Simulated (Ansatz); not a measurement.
**A cut through the energy surface**

AlH$_{3}$Se (SMILES [AlH2][SeH]), singlet, at its PBE0-D4/def2-TZVP minimum:

Al1  (-0.435, -0.531, 0.167)
Se2  (0.870, 1.347, 0.523)
H3  (-1.237, -1.073, 1.415)
H4  (-0.474, -1.181, -1.273)
H5  (1.326, 1.364, -0.874)
(Å)

The bond length Al1–H3 (1.579 Å at the minimum) is set to the values below, the two halves moving rigidly along the bond. Each method's energies count from its own value at the PBE0-D4 minimum structure. Computed with Ansatz 0.2.0 (basis: def2-TZVPP); correlated methods freeze the cores. Filled d shells of the heavier atoms are correlated. The def2 sets are not built for correlating such inner shells, so the correlated values are less sure here.

CCSD(T) energies along the scan:
```tsv
bond length (Å)	CCSD(T) (kJ/mol)
1.421	19.5
1.453	11.6
1.500	4.1
1.554	0.3
1.614	1.0
1.679	6.4
1.747	15.9
1.820	29.5
1.895	46.0
```
They count from the CCSD(T) energy at the PBE0-D4 minimum.

Minimum and curvature along this coordinate at CCSD(T): A fifth-order fit through the nearest points gives 1.574 Å, with a curvature of about 14 eV/Å².

Problem. Treat the two halves as rigid bodies and work out the harmonic wavenumber of this stretch from that curvature (ν̃ = 521.5 √(k/μ) cm⁻¹ with k in eV/Å² and μ in u).

Solution. The halves weigh 107.96 and 1.01 u, so μ = 107.96 × 1.01/108.97 = 1.001 u and ν̃ = 521.5 √(14/1.001) ≈ 2000 cm⁻¹. A true normal mode mixes in other motions, so this is a guide only.

Largest difference from the CCSD(T) curve over the scan: PBE-D4 7.1; wB97M-V 3.0; HF 4.7; MP2 3.8 kJ/mol. Each curve counts from its own value at the minimum.

The T1 diagnostic stays at or below 0.010.

For scale, one of the runs: CCSD(T)/def2-TZVPP, 132 basis functions (an equivalent command: `ansatz run in.yaml --threads 2`). Time: 11 s of wall clock on 2 CPU threads; the host was shared. Peak host memory: 0.63 GiB.
